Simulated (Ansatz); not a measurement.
## One elementary step

Start structure (Si₂NH₇O, singlet), relaxed at PBE0-D4/def2-TZVP:

```
11
angstrom
Si -0.4086 0.5095 -0.1534
N 0.7776 1.4333 0.6589
O -0.3788 0.6108 -1.8035
H -0.4540 1.4848 -2.1916
H -1.6962 1.0429 0.3765
Si -0.1042 -1.7723 0.2599
H 1.7634 1.2387 0.6256
H 0.5665 2.2942 1.1321
H 1.3113 -2.1513 -0.0136
H -0.9887 -2.6218 -0.5821
H -0.3884 -2.0686 1.6913
```

The step: Si₂NH₇O ([NH2][SiH]([OH])[SiH3]) → Si₂H₄O ([O][SiH][SiH3]) + NH₃ (still joined by a long Si–N bond); bonds formed: N2–H4; bonds broken: O3–H4; bonds weakened to dative contacts: Si1–N2. Program: Ansatz 0.2.0. Basis: def2-TZVPP and def2-QZVPP. Cores are frozen in the correlated methods. Extrapolation: Hartree–Fock as exp(−7.88 √X), correlation as X^−2.97. Energies below are by CCSD(T) at an estimated basis limit (MP2 extrapolated from triple and quadruple zeta, plus CCSD(T) − MP2 in triple zeta).

**Question.** What are the electronic barrier and the energy of the step, from the start structure to the end structure? (An estimate is asked for; the value comes from the calculation.)

**Answer.** The calculation gives: Barrier 41.44 kcal/mol; step energy 30.53 kcal/mol (uphill); reverse barrier, their difference, 10.91 kcal/mol. Barrier and step energy count from the start structure, the reverse barrier from the end structure.

The saddle point: One imaginary mode of 1313i cm⁻¹.
```
  pair  start (Å)  saddle (Å)  end (Å)
 N2–H4       3.11        1.21     1.02
Si1–N2       1.71        1.88     1.98
 O3–H4       0.96        1.41     2.85
```

Zero-point energy (harmonic, PBE0-D4): ZPE is 46.21 kcal/mol at the start and 44.84 kcal/mol at the saddle, so the barrier goes from 41.44 to 40.07 kcal/mol.

T1 diagnostic: at most 0.017.

Labels in which every atom is bracketed show which atoms are joined, not bond orders.

For scale, one of the runs: CCSD(T)/def2-TZVPP, 244 basis functions, launched by `ansatz run in.yaml --threads 4 --pin off --events-out ev --progress --plain --max-ram 9574MiB`. The run took 100 s on 4 CPU threads of an Arm Neoverse V1 (shared host), with 4.6 GiB of host memory at its peak.
